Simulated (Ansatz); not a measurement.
CH₆AlNS (`NC[S][AlH2]`) at its PBE0-D4/def2-TZVP geometry, where that method's forces vanish. Total charge 0; spin multiplicity 1.

```xyz
10

N     0.0129   -1.8538   -0.1512
C     0.6579   -0.5999   -0.4392
S    -0.5123    0.5365   -1.2748
Al   -0.8358    2.0244    0.2687
H    -0.6727   -1.7524    0.5861
H     0.6910   -2.5490    0.1359
H     1.4652   -0.7765   -1.1518
H     1.0804   -0.0761    0.4276
H    -1.7969    3.2364   -0.0534
H    -0.0896    1.8103    1.6520
```

Q: What forces (eV/Å) does r2SCAN-D4/def2-TZVPP give on these atoms in Ansatz 0.2.0? (An estimate is asked.)

A: Ansatz gave: 
```
N1  -0.114 -0.171 -0.046
C2   0.252  0.018  0.071
S3  -0.142  0.126 -0.114
Al4 -0.020  0.050  0.039
H5  -0.005  0.006  0.040
H6   0.022 -0.014  0.024
H7  -0.003 -0.010  0.009
H8   0.008  0.012 -0.005
H9   0.019 -0.024  0.007
H10 -0.017  0.007 -0.025
```
